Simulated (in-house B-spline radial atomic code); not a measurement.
# Binding energies in Tm+

NIST's tabulated ground configuration is [Xe] 4f13 6s1; each binding energy is the energy of the ion with one electron taken from that subshell, relaxed, less that of the parent. All numbers are computed (Dirac-Kohn-Sham LDA VWN5, spherical fractional occupations; Fermi nucleus of rms radius 5.2256 fm) with a B-spline radial code for spherical atoms, not measured. Energies include first-order Breit, QED and recoil terms.

| subshell | X-ray name | binding energy (eV) | -ε (eV) | relaxation (eV) |
| --- | --- | --- | --- | --- |
| 1s | K | 59414.2 | 59157.1 | -502.1 |
| 2s | L1 | 10038.7 | 9982.2 | -88.9 |
| 2p1/2 | L2 | 9603.3 | 9519.8 | -114.6 |
| 2p3/2 | L3 | 8620.7 | 8540.7 | -100.4 |
| 3s | M1 | 2265.2 | 2248.0 | -23.6 |
| 3p1/2 | M2 | 2063.3 | 2043.7 | -25.4 |
| 3p3/2 | M3 | 1856.6 | 1837.1 | -23.1 |
| 3d3/2 | M4 | 1512.8 | 1486.7 | -28.3 |
| 3d5/2 | M5 | 1467.6 | 1441.5 | -27.5 |
| 4s | N1 | 456.1 | 447.6 | -9.9 |
| 4p1/2 | N2 | 374.1 | 365.4 | -9.9 |
| 4p3/2 | N3 | 327.5 | 318.6 | -9.6 |
| 4d3/2 | N4 | 192.1 | 183.0 | -9.4 |
| 4d5/2 | N5 | 183.6 | 174.4 | -9.3 |
| 5s | O1 | 66.98 | 60.24 | -6.94 |
| 5p1/2 | O2 | 44.35 | 37.99 | -6.49 |
| 5p3/2 | O3 | 38.35 | 32.21 | -6.19 |
| 4f | N6,7 | 18.29 | 10.04 | -8.14 |
| 6s | P1 | 12.29 | 9.44 | -2.87 |

Relaxation = -ε minus the binding energy without Breit, QED and recoil terms. With a density functional, K lines can miss by some tenths of a per cent, more in light atoms. For a density functional the relaxation so defined is negative, because -ε of a Kohn-Sham level is smaller than the binding energy.

Emission lines follow as differences of binding energies, with λ = 12398.42 eV·Å / E:

| line | holes | energy (eV) | wavelength (Å) |
| --- | --- | --- | --- |
| K-L3 | 1s → 2p3/2 | 50793.5 | 0.24409 |
| K-L2 | 1s → 2p1/2 | 49810.9 | 0.24891 |
| K-M3 | 1s → 3p3/2 | 57557.6 | 0.21541 |
| L3-M5 | 2p3/2 → 3d5/2 | 7153.1 | 1.7333 |
| L2-M4 | 2p1/2 → 3d3/2 | 8090.5 | 1.5325 |
| L1-M3 | 2s → 3p3/2 | 8182.1 | 1.5153 |
| L3-M1 | 2p3/2 → 3s | 6355.5 | 1.9508 |
| L2-N4 | 2p1/2 → 4d3/2 | 9411.2 | 1.3174 |

(1) What screening constant σ does Moseley's law, E = (3/4)·13.6057 eV·(Z - σ)², need for K-L3?

Moseley's non-relativistic formula needs a falling, then negative, screening constant for heavy elements, because relativity binds the 1s electron more strongly than the formula allows.

(2) What does it cost to remove both a 3d3/2 and a 5p3/2 electron?

(3) What does it cost to remove both a 2p1/2 and a 4d3/2 electron?

(4) What does it cost to remove both a 2s and a 4f electron?

Results:

(1) σ = -1.55.

(2) 1565.4 eV, which is 14.26 eV more than the two single binding energies together.

(3) 9822.3 eV, which is 26.93 eV more than the two single binding energies together.

(4) 10077 eV, which is 19.69 eV more than the two single binding energies together.
